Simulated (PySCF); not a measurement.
Isomers of C7H12ClFO.

All values: PBE0/pcSseg-1 (PySCF) at GFN2-xTB geometries, gas phase, one conformer each.

(1) Rank by HOMO energy, lowest first.
A. `[CH3:1][CH2:2][C@:3]([F:4])([C:5](=[O:6])[Cl:7])[CH:8]([CH3:9])[CH3:10]` with C1–C2–C3–F4 64°, C2–C3–C5–O6 -63°, C2–C3–C8–C9 -58°
B. `[CH3:1][CH:2]([CH3:3])[CH2:4][C@:5]([CH3:6])([F:7])[C:8](=[O:9])[Cl:10]` with C1–C2–C4–C5 -169°, C2–C4–C5–C6 167°, C4–C5–C8–O9 130°
C. `[CH3:1][C@@H:2]1[CH2:3][CH2:4][C@:5]([F:6])([Cl:7])[CH2:8][O:9][CH2:10]1` with C1–C2–C3–C4 -71°, C2–C3–C4–C5 -75°, C3–C4–C5–F6 -44°, C4–C5–C8–O9 -22°

## Answers

(1) B (-8.61 eV), A (-8.43 eV), C (-7.72 eV).

All values together:

| SMILES | μ (D) | HOMO (eV) | LUMO (eV) | lowest IAO charge (e) | highest IAO charge (e) | lowest Hirshfeld charge (e) | highest Hirshfeld charge (e) |
| --- | --- | --- | --- | --- | --- | --- | --- |
| CC[C@](F)(C(=O)Cl)C(C)C | 2.60 | -8.43 | -1.24 | -0.425 (C) | +0.338 (C) | -0.192 (O) | +0.180 (C) |
| CC(C)C[C@](C)(F)C(=O)Cl | 3.12 | -8.61 | -1.24 | -0.430 (C) | +0.348 (C) | -0.185 (O) | +0.183 (C) |
| CC(C)[C@@H](C)[C@@H](F)C(=O)Cl | 2.53 | -8.57 | -1.34 | -0.423 (C) | +0.340 (C) | -0.189 (O) | +0.179 (C) |
| CC(C)(C)C[C@H](F)C(=O)Cl | 2.88 | -8.55 | -1.33 | -0.419 (C) | +0.344 (C) | -0.201 (O) | +0.175 (C) |
| C[C@@H]1CC[C@](F)(Cl)COC1 | 2.10 | -7.72 | 0.41 | -0.423 (C) | +0.299 (C) | -0.127 (O) | +0.134 (C) |

Conformers: `[CH3:1][CH2:2][C@:3]([F:4])([C:5](=[O:6])[Cl:7])[CH:8]([CH3:9])[CH3:10]` with C1–C2–C3–F4 64°, C2–C3–C5–O6 -63°, C2–C3–C8–C9 -58°; `[CH3:1][CH:2]([CH3:3])[CH2:4][C@:5]([CH3:6])([F:7])[C:8](=[O:9])[Cl:10]` with C1–C2–C4–C5 -169°, C2–C4–C5–C6 167°, C4–C5–C8–O9 130°; `[CH3:1][CH:2]([CH3:3])[C@@H:4]([CH3:5])[C@@H:6]([F:7])[C:8](=[O:9])[Cl:10]` with C1–C2–C4–C5 -175°, C2–C4–C6–F7 -45°, C4–C6–C8–O9 41°; `[CH3:1][C:2]([CH3:3])([CH3:4])[CH2:5][C@H:6]([F:7])[C:8](=[O:9])[Cl:10]` with C2–C5–C6–F7 -79°, C5–C6–C8–O9 -83°; `[CH3:1][C@@H:2]1[CH2:3][CH2:4][C@:5]([F:6])([Cl:7])[CH2:8][O:9][CH2:10]1` with C1–C2–C3–C4 -71°, C2–C3–C4–C5 -75°, C3–C4–C5–F6 -44°, C4–C5–C8–O9 -22°.
